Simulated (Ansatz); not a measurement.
The first iterations of a band of CH8OSSi2 (13 atoms, charge 0, multiplicity 1).

Level of theory: RKS revPBE/cc-pVDZ in Ansatz 0.2.0.

```json
{"movable images": "5", "climbing image": "yes", "spring": "5.0 eV/Å²", "optimiser": "quadratic models (default)", "start path": "through a guess of the saddle point", "force threshold": "0.05 eV/Å", "iteration limit": "60", "end points": "relaxed"}
```

Image 0:

```xyz
13
Properties=species:S:1:pos:R:3
Si -2.280 0.125 -0.537
O -0.734 -0.034 0.199
C 0.442 -0.223 -0.621
Si 1.934 -0.429 0.580
S 2.132 1.356 1.821
H -2.604 -1.097 -1.370
H -2.333 1.346 -1.429
H -3.241 0.260 0.612
H 0.613 0.646 -1.300
H 0.352 -1.134 -1.262
H 3.228 -0.546 -0.189
H 1.718 -1.671 1.412
H 0.792 1.368 2.101
```

Image 6:

```xyz
13
Properties=species:S:1:pos:R:3
Si -1.559 0.297 -1.163
O -0.739 -1.259 1.008
C -0.214 -0.761 -0.255
Si 1.491 0.083 0.066
S 1.212 1.444 1.779
H -2.805 -0.536 -1.345
H -1.075 0.776 -2.515
H -1.901 1.497 -0.311
H -0.714 -0.484 1.616
H -0.016 -1.656 -0.887
H 1.975 0.895 -1.111
H 2.533 -0.931 0.472
H 1.831 0.602 2.660
```

| iteration | highest image above the first end (eV) | largest band force component (eV/Å) |
| --- | --- | --- |
| 1 | 10.798 | 25.693 |
| 2 | 4.911 | 6.485 |
| 3 | 4.583 | 3.859 |
| 4 | 4.437 | 2.667 |
| 5 | 3.736 | 1.766 |
| 6 | 3.443 | 2.917 |
| 7 | 3.133 | 1.334 |
| 8 | 2.940 | 0.728 |
| 9 | 2.872 | 0.679 |
| 10 | 2.776 | 0.819 |
| 11 | 3.137 | 1.427 |
| 12 | 3.411 | 1.547 |

Task: Does the band converge within its limit, and where does its top end?

Result: The run converged. It ended after 37 iterations with the highest image 3.438 eV above the first end. Neighbouring images differ by up to 3.3 eV, so the band resolves the path poorly. A vibrational analysis at the climbing image gives one clearly imaginary mode, 639i cm⁻¹: a first-order saddle point. The orbitals stay closed-shell, which can raise the energy where a bond breaks towards radicals; this wasn't checked here.

Run time: 6.2 min on 2 threads of Intel(R) Xeon(R) Platinum 8488C (Sapphire Rapids), with other jobs on the host, peak memory 0.2 GiB.
